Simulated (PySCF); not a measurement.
**Working with the constants of AlGa⁺**

ROHF-CCSD(T) constants of AlGa⁺, ²Σ⁺ (doublet), unpaired electrons σ ↑ (basis Al 6-31G(d,p), Ga 6-31G(d,p); no relativity; PySCF 2.14; masses 26.9815 and 68.9256 u):

| Quantity | Value |
| --- | --- |
| ωe | 153.7 cm⁻¹ |
| ωexe | 1.02 cm⁻¹ |
| Be | 0.088046 cm⁻¹ |
| αe | 0.000697 cm⁻¹ |
| De to Al⁺ + Ga | 1.26 eV |

(1) What force constant and bond length do these constants imply?

(2) Estimate the centrifugal constant D from the Kratzer relation and find the Dunham coefficient a1.

Correlated steps freeze 14 core orbitals. Correlated levels converge slowly with the basis: in double zeta they bind strong bonds too weakly, by up to about 1 eV, and carry superposition errors of some tenths. Spin–orbit coupling is left out. For an ion De counts to the pair picked by the measured ionisation energies or electron affinities, which need not be the lowest pair at this level. The state is the lowest determinant that a PBE0 search found; another state may lie lower at other levels.

## Answers

(1) Reduced mass μred = 19.391 u; k = 5.8918×10⁻⁷·μred·ωe² (u, cm⁻¹, mdyn/Å) = 0.270 mdyn/Å; Re = √(16.8576/(μred·Be)) (u, cm⁻¹, Å) = 3.142 Å.

(2) D = 4Be³/ωe² = 1.16e-07 cm⁻¹; a1 = −1 − αeωe/(6Be²) = -3.30.
